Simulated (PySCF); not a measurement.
Working out the ionisation energy of Mo

Mo [Kr] 4d5 5s1 (7S) → Mo⁺ [Kr] 4d5 (6S). All numbers are calculated (PySCF 2.14, scalar relativity through the core potential, in aug-cc-pVDZ-PP with ECP28MDF). Frozen: 4s2 4p6. Energies in hartree (1 hartree = 27.21139 eV):

```json
{"part": "UHF", "Mo (lower)": "-67.344195", "Mo⁺ (upper)": "-67.114292"}
{"part": "MP2 opposite-spin", "Mo (lower)": "0.000000", "Mo⁺ (upper)": "0.000000"}
{"part": "MP2 same-spin", "Mo (lower)": "-0.065320", "Mo⁺ (upper)": "-0.045751"}
```

**Question.** What does Hartree-Fock give?

**Answer.** (-67.114292) − (-67.344195) = 0.229903 hartree = 6.256 eV.

**Question.** What do MP2 and SCS-MP2 (6/5 opposite-spin, 1/3 same-spin) give?

**Answer.** The opposite-spin parts differ by 0.000 eV and the same-spin parts by 0.532 eV. MP2: 6.256 + (0.000) + (0.532) = 6.788 eV. SCS-MP2: 6.256 + 1.2 × (0.000) + (0.532)/3 = 6.433 eV.

Measured between the centres of the two terms (NIST): 7.092 eV, so MP2 (valence) is off by -0.304 eV.

A double-zeta basis recovers only part of the correlation energy.

What remains against the reference includes basis incompleteness, the frozen core and correlation beyond second order.
